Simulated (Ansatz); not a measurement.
Na₁₁⁺. Charge 1, multiplicity 1. Geometry PBE/def2-SVP.

Cartesian coordinates in Å:
```
Na 3.441 -4.885 -0.619
Na -1.951 1.717 -0.530
Na 0.617 1.231 1.949
Na -1.033 -1.532 0.578
Na 0.815 3.948 -0.522
Na -2.919 0.617 2.692
Na 2.475 -1.757 1.051
Na -1.764 -0.844 -2.976
Na 1.292 0.530 -1.413
Na -1.986 4.121 1.881
Na 1.013 -3.145 -2.091
```

The restricted singlet is unstable towards broken spin symmetry in Hartree–Fock (as tested in another run); at PBE/def2-SVP, PBE/def2-TZVP, revPBE/def2-TZVP, r2SCAN/def2-TZVP and others this wasn't settled. Another isomer (singlet) lies 0.07 eV lower at PBE0/def2-TZVP; other spin states weren't run for this one.

(1) Estimate the orbital energies around the gap (eV) in Ansatz with PBE/def2-SVP, PBE/def2-TZVP, revPBE/def2-TZVP, r2SCAN/def2-TZVP, PBE0/def2-TZVP.

Results:

(1) 
```csv
orbital,PBE/def2-SVP,PBE/def2-TZVP,revPBE/def2-TZVP,r2SCAN/def2-TZVP,PBE0/def2-TZVP
HOMO−13,-30.50,-30.44,-30.37,-31.44,-33.82
HOMO−12,-30.50,-30.44,-30.36,-31.43,-33.82
HOMO−11,-30.50,-30.43,-30.36,-31.42,-33.81
HOMO−10,-30.49,-30.43,-30.35,-31.42,-33.81
HOMO−9,-30.48,-30.42,-30.34,-31.41,-33.80
HOMO−8,-30.48,-30.42,-30.34,-31.41,-33.80
HOMO−7,-30.43,-30.38,-30.29,-31.35,-33.71
HOMO−6,-30.41,-30.36,-30.27,-31.33,-33.70
HOMO−5,-30.41,-30.35,-30.27,-31.32,-33.69
HOMO−4,-7.25,-7.27,-7.18,-7.29,-8.01
HOMO−3,-6.43,-6.45,-6.36,-6.43,-6.98
HOMO−2,-5.78,-5.81,-5.73,-5.75,-6.20
HOMO−1,-5.69,-5.72,-5.64,-5.64,-6.10
HOMO,-5.42,-5.46,-5.38,-5.37,-5.78
LUMO,-4.74,-4.78,-4.69,-4.63,-4.34
LUMO+1,-4.50,-4.53,-4.45,-4.36,-4.08
LUMO+2,-4.37,-4.41,-4.33,-4.22,-3.96
LUMO+3,-4.22,-4.26,-4.17,-4.03,-3.77
LUMO+4,-4.07,-4.11,-4.03,-3.91,-3.62
LUMO+5,-3.77,-3.81,-3.76,-3.72,-3.37
```
